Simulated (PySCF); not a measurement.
SMILES [Al]([F])([CH3])[Br] (CH3AlBrF) (CAM-B3LYP/def2-SVP optimised geometry):

```
7

Al     0.040    -0.251     0.000
F      1.697    -0.251     0.000
Br    -0.933    -2.272    -0.010
C     -0.953     1.400     0.000
H     -1.697     1.414     0.812
H     -1.509     1.514    -0.944
H     -0.293     2.272     0.115
```

Calculation: PySCF with CAM-B3LYP/def2-TZVP.

**Question.** What are the frontier orbital energies and the dipole moment?

**Answer.** HOMO-2 -10.53 eV, HOMO-1 -10.21 eV, HOMO -9.96 eV, LUMO 0.21 eV, LUMO+1 0.23 eV; dipole moment 2.16 D.

On the same geometry PBE/def2-TZVP in PySCF gives HOMO-2 -7.82 eV, HOMO-1 -7.60 eV, HOMO -7.33 eV, LUMO -1.48 eV, LUMO+1 -1.44 eV; dipole moment 2.10 D.

Meta-Löwdin charges at CAM-B3LYP/def2-TZVP: Al1 1.08, F2 -0.53, Br3 -0.31, C4 -0.66, H5 0.14, H6 0.14, H7 0.14.
